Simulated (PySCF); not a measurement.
## Calculated NMR data

Theory: GFN2-xTB structure, NMR shieldings at PBE0/pcSseg-1/GIAO, in PySCF 2.14.0 with density-fitted response routines (one computed conformer, relativity neglected, no solvent, equivalent nuclei averaged).

δ = σ(ref) − σ, references computed at the same level: ¹H and ¹³C vs TMS. Splittings of carbon signals by F and P are missing where no couplings were computed. Where no couplings were computed, multiplicities follow the n + 1 count of equivalent neighbours, and m marks all less simple cases (inequivalent or close neighbours, rings, F or P nearby). Shifts are as computed. Against solution values, carbons near 30 ppm lie about +3 ppm off and those near 130 ppm about +5 ppm. Of 1309 compounds with measured shifts, 239 miss one by over three times the rms of a fit or turn the order of signals round; such compounds aren't used in these exercises. OH and NH positions are gas-phase values without hydrogen bonding to other molecules.

**1.** SMILES C=C1COCC[SiH2]1, C₅H₁₀OSi. ¹H NMR (400 MHz, computed): δ 5.98 (br s, 1H), 5.70 (br s, 1H), 4.46 (m, 2H), 4.35 (s, 2H), 4.05 (m, 2H), 1.00 (m, 2H). ¹³C{¹H} NMR (computed): δ 150.2 (C), 133.3 (CH2), 82.1 (CH2), 71.2 (CH2), 13.1 (CH2).

**2.** SMILES [SiH2](CC#CC)OC, C₅H₁₀OSi. ¹H NMR (400 MHz, computed): δ 4.79 (t, 2H), 3.76 (s, 3H), 2.01 (t, 2H), 1.91 (s, 3H). ¹³C{¹H} NMR (computed): δ 80.2 (C), 78.9 (C), 53.9 (CH3), 5.1 (CH2), 4.9 (CH3).

**3.** `C=N[Si@](N)(P)C(C)C`, C₄H₁₃N₂PSi. ¹H NMR (400 MHz, computed): δ 8.54 (m, 1H), 8.52 (m, 1H), 1.18 (d, 3H), 1.07 (br s, 2H), 0.91 (m, 1H), 0.88 (m, 3H), 0.64 (m, 2H). ¹³C{¹H} NMR (computed): δ 173.1, 20.4, 19.1, 17.9.

**4.** `CC(=O)[C@@H]1C[C@@H]1[SiH3]`, C₅H₁₀OSi. ¹H NMR (400 MHz, computed): δ 4.12 (d, 3H), 2.38 (s, 3H), 1.97 (m, 1H), 1.43 (m, 1H), 0.56 (m, 1H), 0.51 (m, 1H). ¹³C{¹H} NMR (computed): δ 217.3, 32.8, 26.4, 23.5, 8.2.
